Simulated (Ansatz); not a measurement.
Single points on the cluster Li₂I₂.

```yaml
crystal:
  periodic: [false, false, false]
  atoms:
    - {symbol: Li, position_ang: [0.808567, -0.279884, 1.582257]}
    - {symbol: Li, position_ang: [-0.807092, 0.279573, -1.583056]}
    - {symbol: I, position_ang: [0.907609, 3.784750, 0.205728]}
    - {symbol: I, position_ang: [-0.909085, -3.784440, -0.204929]}
basis:
  gaussian: {orbitals: def2-TZVP, initial_orbitals: start.molden}
magnetization: {spin_polarized: true, initial_magnetization: 4}
hamiltonian: {xc: hf}
scf: {omitted_lower_state_checks: [starts]}
output: {orbitals: {seedname: orbitals}}
```

The file start.molden holds the orbitals of an earlier run on this structure, at another level or in another basis.

```sh
$ ansatz run in.yaml --threads 4 --pin off --events-out ev --progress --plain --max-ram 3916MiB
```

Shortened log:

```
Functional definition: HF
1264 factors; integrals over basis functions are off by at most 1.7e-4 eV
mean field evaluation 1: about -16548.8770 eV, gradient 1.2e1 eV
mean field evaluation 2: about -16549.2452 eV, gradient 3.9e-1 eV
mean field evaluation 4: about -16549.2534 eV, gradient 1.5e-2 eV
mean field evaluation 8: about -16549.2534 eV, gradient 2.5e-5 eV
mean field evaluation 16: about -16549.2534 eV, gradient 7.4e-2 eV
mean field evaluation 32: about -16549.2556 eV, gradient 8.8e-6 eV
mean field -16549.25560898 eV, -608.1739261416 hartree, gradient 8.2e-6 eV, S^2 6.019445; 1 other end points of the search recorded, 0 dependent functions left out
reference -16549.25560898 eV, -608.1739261416 hartree; 30, 26 occupied and 98, 102 virtual orbitals, 1264 factors
Total energy: -16549.25560898 eV, -608.1739261416 hartree
Checks for a lower state left out: starts
```

Run time 3.3 s (4 threads of Arm Neoverse V2 on a shared host).

First input, but with `hamiltonian: {xc: {name: B97M-V}}` (abridged; 22 s):

```
Functional definition: B97M-V
mean field -16608.41720421 eV, -610.3480746653 hartree, gradient 8.5e-6 eV, S^2 6.008666
Total energy: -16608.41728285 eV, -610.3480775552 hartree
Checks for a lower state left out: starts
```

The first input with `hamiltonian: {xc: {name: revPBE}, dispersion: d4}` (abridged; 4.1 s):

```
Functional definition: revPBE
mean field -16610.39107210 eV, -610.4206129724 hartree, gradient 8.4e-6 eV, S^2 6.005447
Total energy: -16610.87859978 eV, -610.4385292841 hartree
Checks for a lower state left out: starts
```

The first input with `correlation: {method: mp2}` and without the key `hamiltonian` (abridged; 5 s):

```
Functional definition: HF
mean field evaluation 16: about -16549.2534 eV, gradient 7.4e-2 eV
mean field evaluation 32: about -16549.2556 eV, gradient 1.4e-9 eV
mean field -16549.25560898 eV, -608.1739261417 hartree, gradient 8.4e-9 eV, S^2 6.019445; 1 other end points of the search recorded, 0 dependent functions left out
8 core orbitals not correlated: weight in the atoms' cores, before any rotation towards them, 1.000 or more for the frozen orbitals, at most 0.000 for the correlated occupied ones
second order -27.26797388 eV of doubles, -0.00000000 eV of singles
Total energy: -16576.52358286 eV, -609.1760056990 hartree
Checks for a lower state left out: starts
```

As the first input, with `hamiltonian: {xc: r2scan, dispersion: d4}` (abridged; 11 s):

```
Functional definition: r2SCAN
mean field -16614.08722517 eV, -610.5564440921 hartree, gradient 2.6e-6 eV, S^2 6.009625
Total energy: -16614.15279787 eV, -610.5588538445 hartree
Checks for a lower state left out: starts
```

As the first input, with `hamiltonian: {xc: pbe, dispersion: d4}` (abridged; 3.9 s):

```
Functional definition: PBE
mean field -16606.02875459 eV, -610.2603007606 hartree, gradient 8.6e-6 eV, S^2 6.004568
Total energy: -16606.29874292 eV, -610.2702226487 hartree
Checks for a lower state left out: starts
```

First input, but with `hamiltonian: {xc: pbe0, dispersion: d4}` and without the key `scf` (abridged; 22 s):

```
Functional definition: PBE0
mean field evaluation 16: about -16607.7082 eV, gradient 9.0e-1 eV
mean field evaluation 32: about -16607.7522 eV, gradient 5.1e-4 eV
mean field evaluation 64: about -16607.7466 eV, gradient 5.7e-2 eV
mean field evaluation 96: about -16607.7304 eV, gradient 4.1e-1 eV
mean field evaluation 128: about -16607.6129 eV, gradient 1.0e-1 eV
mean field -16607.75217578 eV, -610.3236353212 hartree, gradient 3.6e-6 eV, S^2 6.006768; 11 other end points of the search recorded, 0 dependent functions left out
Total energy: -16608.00186090 eV, -610.3328110801 hartree
```

Geometry: r2SCAN-D4/def2-TZVP.

In the def2 sets I takes a core potential; there is no spin–orbit coupling. Correlated methods freeze 8 core orbitals; core or outer-core shells of Li, I are correlated, in sets that lack core-valence functions. At PBE-D4/def2-TZVP the gap within one spin of the charge 0 quintet nearly closes, so an electron or hole may be smeared out by delocalisation error. In the quintet geometry the species has come apart into loosely held pieces. At PBE0-D4/def2-TZVP a singlet of charge 0 lies 8.98 eV below the quintet, each at its own geometry. The structure comes from a short search, and lower isomers may exist.
